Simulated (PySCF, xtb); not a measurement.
C2H10OSi3, SMILES [SiH2]1[Si@H](C[C@H]1O)[SiH3].

GFN2-xTB (xtb) at its own geometry gives an orbital gap of 3.32 eV and a dipole moment of 0.99 D.

Coordinates come from a PBE-D3(BJ)/def2-SVP optimisation. The structure was generated by enumeration; whether it is a known compound was not checked. One conformer was computed; it need not be the lowest.

What does PySCF with PBE/def2-TZVP give? (Estimate from the structure and the level; the computed values follow.)

gap 4.79 eV (levels -6.09 and -1.30 eV), dipole 1.84 D.
